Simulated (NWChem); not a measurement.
# BSi2H6F; SMILES FB([SiH3])[SiH3]

Question: Give the equilibrium geometry at PBE0/def2-SVP (NWChem) as a Z-matrix, with the point group.

Answer: point group C2; any orientation.
```
B
F 1 1.3267
Si 1 2.0474 2 119.11
H 3 1.4960 1 113.68 2 18.32
H 3 1.4975 4 109.19 1 -123.27
H 3 1.5001 4 108.63 5 -116.67
Si 1 2.0474 2 119.10 3 179.99
H 7 1.4960 1 113.68 2 18.44
H 7 1.4975 8 109.19 1 -123.28
H 7 1.5001 8 108.63 9 -116.67
```
